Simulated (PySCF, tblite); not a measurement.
Isomers of C5H8F3PSi. Calculated harmonic vibrations of the isolated species, GFN2-xTB (tblite), most abundant isotopes, no scaling. This tight-binding method is rough: wavenumbers can miss measured ones by several per cent, in bad cases by 10 to 20. Modes of hydrogen on phosphorus and silicon can be 10 to 20 % off. One conformer each.

Electronic energies: PBE0/pcSseg-1 single points on the GFN2-xTB geometries (PySCF, gas phase).

| SMILES | electronic energy, lowest = 0 (kJ/mol) |
| --- | --- |
| C#CCP(C[SiH3])C(F)(F)F | 173.1 |
| CC([SiH3])=C=PCC(F)(F)F | 104.5 |
| FC(F)(F)P1CCC=C1[SiH3] | 11.1 |
| FC(F)(F)C1=C([SiH3])CPC1 | 0.0 |

Task: How do GFN2-xTB zero-point energies change the relative energies?

Result: 
```
                  SMILES  ZPE (kJ/mol)  of it from modes above 1550 cm⁻¹  electronic (kJ/mol)  with ZPE, lowest = 0 (kJ/mol)  lowest mode (cm⁻¹)  rings
FC(F)(F)C1=C([SiH3])CPC1         297.2                             135.0                  0.0                            0.0                  2i      1
  FC(F)(F)P1CCC=C1[SiH3]         301.4                             139.8                 11.1                           15.3                  37      1
 CC([SiH3])=C=PCC(F)(F)F         296.2                             141.7                104.5                          103.6                  12      0
  C#CCP(C[SiH3])C(F)(F)F         289.9                             145.3                173.1                          165.9                  37      0
```

The zero-point energies span 11.5 kJ/mol, from `C#CCP(C[SiH3])C(F)(F)F` to `FC(F)(F)P1CCC=C1[SiH3]`. Slightly imaginary modes are left out of the zero-point energy: `FC(F)(F)C1=C([SiH3])CPC1` 1.8i cm⁻¹. The order is unchanged.

Task: And how do the electronic energies of GFN2-xTB itself compare?

Result: `FC(F)(F)C1=C([SiH3])CPC1` 0.0; `FC(F)(F)P1CCC=C1[SiH3]` 20.7; `CC([SiH3])=C=PCC(F)(F)F` 131.2; `C#CCP(C[SiH3])C(F)(F)F` 170.4 kJ/mol, lowest = 0. Against the energies above, taken from the same isomer `FC(F)(F)C1=C([SiH3])CPC1`, the largest difference is 26.7 kJ/mol.
